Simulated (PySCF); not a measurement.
An unknown is described by computed data only.

Formula: C5H4F4O2.

| Property | Result |
| --- | --- |
| Polarisability | 76.5 au [wB97X-D/def2-SVPD] |
| 13C NMR | chemical shifts (computed TMS as zero) by class: 153.3 (1 C), 138.4 (1 C), 131.2 (1 C), 122.8 (1 C), 117.4 (1 C) ppm [GIAO PBE0/pcSseg-1] |
| Couplings | largest of the computed one-bond spin–spin couplings (means over like bonds): 19F–13C -339.3, 19F–13C -330.4 (×2), 19F–13C -323.6, 13C–1H +226.3, 13C–1H +215.2, 13C–1H +200.1, 13C–1H +199.3 Hz [B3LYP/pcJ-1, spin–dipole term left out for some pairs] |
| Dipole | 1.59 D [wB97X-D/def2-SVPD] |
| Triplet | lowest triplet excitation (Tamm–Dancoff): 4.03 eV [TDA wB97X-D/def2-SVPD] |
| Rotational structure | rotational constants A, B, C: 2.294, 0.496, 0.437 GHz [PBE0-D3(BJ)/def2-SVP] |
| UV, strongest line | among the 10 lowest singlet transitions: S2 at 6.23 eV (199 nm, f = 0.555) [TDDFT wB97X-D/def2-SVPD] |

The electronic properties come from PySCF, for the isolated species, density fitting. Levels stand in brackets. Isolated species at its PBE0-D3(BJ)/def2-SVP geometry (one conformer only). Each NMR value is the plain mean over a class of atoms that symmetry, rotation or inversion makes alike.

Task: Propose a structure and show how it fits.

Result: Numbering: `[F:1]/[CH:2]=[CH:3]\[O:4]/[CH:5]=[C:6](/[F:7])[O:8][CH:9]([F:10])[F:11]`. Its formula, C5H4F4O2, gives 2 degrees of unsaturation: 0 rings and 2 π bonds in the structure found. 5 carbons fall into 5 classes; from least to most shielded: vinylic C–F carbon [C6] (153.3 ppm), vinylic C–F carbon [C2] (138.4 ppm), vinylic carbon bearing oxygen [C3] (131.2 ppm), vinylic carbon bearing oxygen [C5] (122.8 ppm), CHF2 carbon [C9] (117.4 ppm). The couplings run between: -339.3 Hz, vinyl fluorine [F7] and vinylic C–F carbon [C6]; -330.4 Hz, fluorine of a CF2 group [F10] and CHF2 carbon [C9] (with 1 like pair); -323.6 Hz, vinyl fluorine [F1] and vinylic C–F carbon [C2]; +226.3 Hz, CHF2 carbon [C9] and its hydrogen; +215.2 Hz, vinylic C–F carbon [C2] and its hydrogen; +200.1 Hz, vinylic carbon bearing oxygen [C5] and its hydrogen; +199.3 Hz, vinylic carbon bearing oxygen [C3] and its hydrogen. The optimised geometry has point group C1 and is an asymmetric top. Structure: `F/C=C\O/C=C(/F)OC(F)F`. Computed isomers that give other values at the same levels: `F[C@H]1C=C(OC(F)(F)F)CO1` (13C chemical shifts (computed TMS as zero) by class: 159.9 (1 C), 126.7 (1 C), 117.6 (1 C), 106.7 (1 C), 73.0 (1 C) ppm); `O=C1O[C@@H](F)[C@H]1CC(F)(F)F` (13C chemical shifts (computed TMS as zero) by class: 169.4 (1 C), 130.5 (1 C), 103.7 (1 C), 52.6 (1 C), 29.4 (1 C) ppm); `O=C1O[C@@H](F)[C@@H]1CC(F)(F)F` (13C chemical shifts (computed TMS as zero) by class: 167.3 (1 C), 130.4 (1 C), 106.3 (1 C), 54.7 (1 C), 32.6 (1 C) ppm). The assignments are read from this structure; whether some other isomer fits the data as well wasn't checked.

Conformer computed: `[F:1]/[CH:2]=[CH:3]\[O:4]/[CH:5]=[C:6](/[F:7])[O:8][CH:9]([F:10])[F:11]`: C2–C3–O4–C5 -3°, C3–O4–C5–C6 174°, C5–C6–O8–C9 117°, C6–O8–C9–F10 -73°.
